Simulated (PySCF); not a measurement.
Computed shifts of a molecule C2H7BO, PBE/pcSseg-1 (PySCF), GIAO, gas phase, atoms alike by connectivity averaged where their shifts nearly agree, in ppm (number of nuclei): ¹H: 5.60 (1), 5.40 (1), 4.86 (1), 4.37 (1), 1.64 (3). ¹³C: 81.4 (1), 22.8 (1). References: ¹¹B against BF3 (σ = 83.9 ppm); ¹H against TMS (σ = 31.49 ppm); ¹⁷O against H2O (σ = 334.3 ppm); ¹³C against TMS (σ = 182.0 ppm), references at their B3LYP-D3(BJ)/def2-TZVP geometries, non-relativistic. The structure is a stationary point at TPSSh-D3(BJ)/def2-SVP. Other conformers were not sampled.

Which molecule gave these data?
A. BOCC
B. CCBO
C. CBOC
D. CB(C)O

A, BOCC
